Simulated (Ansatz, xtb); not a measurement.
C4H7BrOS: which of two isomers lies lower

Structure I is `C/C(Br)=C\[S@](C)=O`, a singlet and structure II is `C=C(Br)[S@](=O)CC`, a singlet. Both are isolated molecules in the gas phase, relaxed with B3LYP/def2-SVP; each stands in its lowest conformer found.

Quicker runs give these differences E(II) − E(I): GFN2-xTB +0.189 eV; HF/STO-3G +0.119 eV (at GFN2-xTB geometries); r2SCAN-D4/def2-SVP +0.041 eV (at GFN2-xTB geometries).

Q: Estimate E(II) − E(I) at the level CCSD(T)/def2-SVP + ΔMP2/def2-TZVPP.

A: Too close to call at this level: CCSD(T)/def2-SVP + ΔMP2/def2-TZVPP gives E(II) − E(I) = +0.016 eV.

Level by level:

| level | geometry | E(II) − E(I) (eV) | departure from the last row (eV) | job, with rough time for the two |
| --- | --- | --- | --- | --- |
| GFN2-xTB | GFN2-xTB | +0.189 | +0.173 | optimisation, 0.39 s |
| HF/STO-3G | GFN2-xTB | +0.119 | +0.103 | single point, 0.58 s |
| r2SCAN-D4/def2-SVP | GFN2-xTB | +0.041 | +0.025 | single point, 5 s |
| B3LYP/def2-SVP | B3LYP/def2-SVP | +0.056 | +0.040 | optimisation, 74 s |
| HF/def2-SVP | B3LYP/def2-SVP | +0.022 | +0.006 | part of the CCSD(T) run |
| MP2/def2-SVP | B3LYP/def2-SVP | −0.023 | −0.039 | part of the CCSD(T) run |
| CCSD(T)/def2-SVP | B3LYP/def2-SVP | −0.029 | −0.045 | single point |
| CCSD(T)/def2-SVP + ΔMP2/def2-TZVPP | B3LYP/def2-SVP | +0.016 |  | single point, 2.4 min |

As drawn, both hold the same kinds of bond in the same numbers. Structure I has 2 methyl groups, II 1.

The largest departure from CCSD(T)/def2-SVP + ΔMP2/def2-TZVPP is that of GFN2-xTB, 0.173 eV. The last row adds to CCSD(T) the change of the MP2 difference between the two basis sets, here +0.045 eV.

With thermal terms from frequencies at re-optimised GFN2-xTB minima (ideal gas, soft modes damped towards free rotors, one conformer each, 298.15 K, 1 atm): on the last row, ΔE + ΔZPE = +0.027, ΔH = +0.024, ΔG = +0.022 eV.

The correlated steps freeze 19 core orbitals; the filled d shell of Br is correlated, in a basis made for valence electrons. Codes used: Ansatz 0.2.0, xtb 6.7.1; the last row on 4 threads of Arm Neoverse V1 on a shared host.
